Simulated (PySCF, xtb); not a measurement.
Nb(Me)5 (C5H15Nb), SMILES [CH3][Nb]([CH3])([CH3])([CH3])[CH3], multiplicity 1.

xtb 6.7.1 with GFN2-xTB at its own geometry gives an orbital gap of 1.61 eV and a dipole moment of 1.49 D.

Geometry optimised at B3LYP-D3(BJ)/def2-SVP. The multiplicity is an assumed one; other spin states were not compared. The def2 effective core potentials stand for the cores of Nb; spin–orbit coupling is left out.

Task: What does PBE/def2-TZVP in PySCF give? (The exact figures need the calculation; the answer reports its results.)

Result: gap 2.99 eV (levels -5.93 and -2.95 eV), dipole 1.06 D.
